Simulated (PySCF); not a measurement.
# SMILES O=c1c([O-])c1B(F)F, [C3BF2O2]-, charge -1

Geometry:
```csv
atom,x (Å),y (Å),z (Å)
O1,-1.564,2.176,-0.051
C2,-1.134,1.031,-0.011
C3,-1.281,-0.428,0.058
O4,-1.930,-1.464,0.114
C5,0.011,0.178,0.006
B6,1.508,0.031,-0.020
F7,2.355,1.070,-0.114
F8,2.140,-1.154,0.045
```

Total charge -1.

Theory: quadratic response CAM-B3LYP/def2-TZVPD first hyperpolarisability, Taylor convention, gas phase (PySCF 2.14.0). Geometry: PBE0-D3(BJ)/def2-SVP.

For a gas-phase anion, states above the detachment energy (about 2.9 eV, taken as minus the energy of the highest occupied orbital) lie in the continuum and depend on the basis.

Question: Give the tensor of the second harmonic β(−2ω;ω,ω) at 1064 nm in the axes of these coordinates.

Answer: In au, Taylor convention; rows are the first index (the induced dipole):
|  | xx | yy | zz | xy | xz | yz |
| --- | --- | --- | --- | --- | --- | --- |
| x | -465.3 | -4.2 | -94.2 | +46.5 | +2.9 | -6.6 |
| y | +46.9 | +0.4 | +9.7 | -0.9 | -6.2 | +1.0 |
| z | +3.2 | +1.0 | +3.2 | -6.2 | -80.9 | +8.4 |

Norm of βᵢ = ⅓ Σⱼ (βᵢⱼⱼ + βⱼᵢⱼ + βⱼⱼᵢ): 555.5 au, hyper-Rayleigh value 217.5 au.
